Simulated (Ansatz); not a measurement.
The same path of ClF₃H₂HfO (8 atoms, charge 0, multiplicity 1) was run twice with different band settings. Lost on the way: F7–H8. Made: O2–H8.

The calculation used Ansatz, RKS B3LYP/def2-SVP.

Relaxed end points:

```xyz
8
Properties=species:S:1:pos:R:3
Hf -0.025 -0.229 0.022
O -0.236 -0.293 2.030
H -0.654 0.238 2.716
F 1.715 0.154 -0.677
F -0.913 1.437 -0.260
Cl -1.336 -1.742 -1.252
F 1.046 -2.000 1.133
H 0.638 -1.565 1.918
```

```xyz
8
Properties=species:S:1:pos:R:3
Hf 0.391 -0.303 -0.101
O -0.473 -0.577 2.079
H -1.397 -0.702 2.341
F 1.324 -0.215 -1.767
F 0.062 1.561 0.206
Cl -1.549 -1.545 -0.759
F 1.790 -1.144 0.938
H 0.087 -1.076 2.693
```

Common settings: spring 5.0 eV/Å²; optimiser quadratic models (default); start path through a guess of the saddle point; force threshold 0.05 eV/Å; iteration limit 60; end points relaxed.

| run | movable images | climbing image |
| --- | --- | --- |
| 1 | 5 | yes |
| 2 | 6 | no |

**Question.** What does each run give, and how far can it be trusted?

**Answer.** Run 1: converged after 18 iterations, highest image 0.011 eV above the first end. A vibrational analysis at the climbing image gives one clearly imaginary mode, 272i cm⁻¹: a first-order saddle point.
Run 2: converged after 22 iterations, highest image 0.000 eV above the first end. The highest image is an end point: on this band no image between the ends rises above it. Inner images lie up to 0.009 eV below the lower end, so the ends aren't the lowest states on this path.
The orbitals stay closed-shell, which can raise the energy where a bond breaks towards radicals; this wasn't checked here.
